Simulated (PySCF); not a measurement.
## Calculated NMR data

[PySCF: σ from GIAO-PBE0/pcSseg-1; GFN2-xTB geometry; no relativistic terms; in vacuum; equivalent nuclei averaged; one computed conformer]

Chemical shifts δ = σref − σ; $^{1}$H (31.72 ppm) and $^{13}$C (186.93 ppm) vs TMS, all at this level. Splittings of carbon signals by F and P are missing where no couplings were computed. Where no couplings were computed, multiplicities follow the n + 1 count of equivalent neighbours, and m marks all less simple cases (inequivalent or close neighbours, rings, F or P nearby). Shifts are as computed. Against solution values, carbons near 30 ppm lie about +3 ppm off and those near 130 ppm about +5 ppm. Of 1211 compounds with measured shifts, 218 miss one by over three times the rms of a fit or turn the order of signals round; such compounds aren't used in these exercises. OH and NH positions are gas-phase values without hydrogen bonding to other molecules.

Compound 1 (C$_{7}$H$_{7}$FN$_{2}$). $^{1}$H NMR (600 MHz, computed): δ 11.26 (br s, 1H), 9.30 (m, 1H), 8.95 (d, 1H), 8.54 (m, 1H), 8.14 (m, 1H), 7.50 (m, 1H), 6.25 (m, 1H). $^{13}$C{$^{1}$H} NMR (computed): δ 180.7, 154.9, 154.7, 138.0, 135.9, 127.6, 97.5. Structure: SMILES [H]/N=C/[C@@H](F)c1cccnc1.

Compound 2 (C$_{5}$H$_{6}$FN). $^{1}$H NMR (600 MHz, computed): δ 6.26 (m, 1H), 6.15 (m, 1H), 5.66 (m, 1H), 3.61 (s, 3H). $^{13}$C{$^{1}$H} NMR (computed): δ 154.6, 114.4, 111.2, 90.8, 31.0. Structure: SMILES Cn1cccc1F.
